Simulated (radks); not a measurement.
The table gives one normalised radial function P(r) = r R(r) of Gd2+ in [Xe] 4f7 5d1 (r in bohr). Calculated with a radial shooting solver on a logarithmic mesh with Libxc functionals: non-relativistic Kohn-Sham, PBE, spin-unpolarised, spherical densities, point nucleus; relativity is left out, which matters for an element this heavy.

r              P
0.002936   0.0106
0.003916   0.0183
0.005265   0.0317
0.007022   0.0533
0.009441   0.0890
0.01259    0.1428
0.01693    0.2235
0.02276    0.3318
0.03036    0.4536
0.04081    0.5607
0.05444    0.5804
0.07319    0.4215
0.09761    0.0388
0.1312    -0.4967
0.1764    -0.8556
0.2353    -0.6480
0.3164     0.2075
0.422      1.1500
0.5674     1.5043
0.7567     1.1238
1.017      0.5138
1.368      0.1402
1.824      0.0220
2.453      0.0015
3.272      0.0000
4.399      0.0000
5.867      0.0000
7.887      0.0000

Which n and l does it have? It may be an empty orbital.

Answer. n = 4, l = 1: the number of nodes gives n - l - 1 = 2, the rise at small r (about r^(l+1)) gives l, and the extent must fit the shell. The curve is that of 4p. 4p: eigenvalue -277.00 eV, 2 radial nodes at r = 0.0999, 0.298 bohr, <r> = 0.601 bohr, 90 % of the charge inside 0.873 bohr.
